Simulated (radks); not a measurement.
Fractional charge and spin in the 5s shell of promethium: the spin-up occupation runs from 0 to 1 and the spin-down occupation from 0 to 1; the fullest corner is Pm2+, [Kr] 4d10 4f(up 2.5, down 2.5) 5p6 5s(up 1, down 1). Calculated with a radial shooting solver on a logarithmic mesh with Libxc functionals: scalar-relativistic Kohn-Sham, BLYP, spin-polarised, spherical densities, finite nucleus; Fermi nuclear charge, rms radius of each element as measured or else 0.836 A^(1/3) + 0.57 fm. Energy (eV) above the fullest corner. The planes named below are the two flat planes that join the four corners, with an edge along up + down = one added electron.

\begin{tabular}{lrrrrr}
down \ up & 0 & 0.25 & 0.5 & 0.75 & 1 \\ \hline
0 & 136.737 & 116.567 & 97.266 & 78.826 & 61.236 \\
0.25 & 116.567 & 97.325 & 78.941 & 61.406 & 44.709 \\
0.5 & 97.266 & 78.941 & 61.463 & 44.820 & 29.003 \\
0.75 & 78.826 & 61.406 & 44.820 & 29.058 & 14.105 \\
1 & 61.236 & 44.709 & 29.003 & 14.105 & 0.000 \\
\end{tabular}

Corners above the fullest one (they belong to Pm3+ and the next ion): (up 1, down 0) 61.236 eV, (up 0, down 1) 61.236 eV, (up 0, down 0) 136.74 eV. With half an added electron in each spin the energy lies 0.227 eV from the planes, and with half an added electron in spin up alone -1.721 eV. The planes are only a guide here: the flat-plane condition holds for ground states with one frontier orbital, while this shell lies below other occupied shells, so the corners above the fullest one are inner-hole states and not the ground states of those ions.
